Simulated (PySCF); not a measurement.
Stepwise substitution at one centre (Sn OH-OCH3). All species are isolated molecules in the gas phase. One relaxed conformer stands for each flexible species; it need not be the lowest. Strings in code marks are SMILES.

The numbers are results of PBE0-D4/def2-TZVP // PBE0-D4/def2-SVP run with PySCF, not measurements. Excitations are Tamm–Dancoff values on a coarser integration grid. The basis has no diffuse functions, so Rydberg states are missing or too high.

```
species                                                  HOMO (eV)  T1 excitation (TDA) (eV)  LUMO (eV)
-------------------------------------------------------  ---------  ------------------------  ---------
0 of 4 OH replaced by OCH3 (`[OH][Sn]([OH])([OH])[OH]`)      -9.15                         –      -1.84
1 of 4 OH replaced by OCH3 (`C[O][Sn]([OH])([OH])[OH]`)      -8.12                      4.50      -1.80
2 of 4 OH replaced by OCH3 (`C[O][Sn]([OH])([OH])[O]C`)      -8.05                      4.45      -1.75
3 of 4 OH replaced by OCH3 (`C[O][Sn]([O]C)([O]C)[OH]`)      -7.97                      4.41      -1.70
```
